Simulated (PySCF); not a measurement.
Run record: geometry optimisation, `C[CH2][Ga]([F])[Cl]`.

Computed with PBE0-D3(BJ)/def2-SVP geometry optimisation, gas phase (PySCF 2.14.0). Start geometry: GFN2-xTB. The input is one job of a driver script: a line of settings, then coordinates in Å.

Command:
```bash
OMP_NUM_THREADS=1 python probes_run.py task.json out
```

Input:
```
{"job": {"xc": "PBE0", "basis": "def2-SVP", "d3": "d3bj", "grid": 1, "shake": 0.01, "kind": "geom"}, "charge": 0, "multiplicity": 1}
C     -1.313860     0.064060     0.182370
C     -0.114450    -0.647470     0.698440
Ga     1.591270     0.315650     0.059540
F      1.276720     1.747400    -0.927100
Cl     3.673040     0.009590     0.303550
H     -1.335070     0.125560    -0.913660
H     -1.345670     1.115340     0.541040
H     -2.226700    -0.409210     0.504400
H     -0.065240    -1.667290     0.356020
H     -0.089610    -0.674550     1.803110
```

Output:
```
step   0  E = -2563.10411025  max force = 0.032857
step   1  E = -2563.10879020  max force = 0.012137
step   2  E = -2563.10955783  max force = 0.003651
step   3  E = -2563.10968418  max force = 0.001288
step   4  E = -2563.10971264  max force = 0.000589
step   5  E = -2563.10971292  max force = 0.000795
step   6  E = -2563.10971370  max force = 0.000563
step   7  E = -2563.10971575  max force = 0.000239
optimisation converged
```

Energies in Eh; «max force» is the largest Cartesian gradient component in Eh/bohr.

How much energy does the optimisation release, in eV?

E(step 0) − E(last step) = 0.005606 Eh, which is 0.153 eV.

Main results: final energy -2563.10972 Eh after 7 steps; dipole 3.27 D.

The run took 51 s on Arm Neoverse V1, one thread (shared host), and the process peaked at 0.49 GiB of memory.
Labels such as C1 count atoms from 1, the log's own numbers from 0.
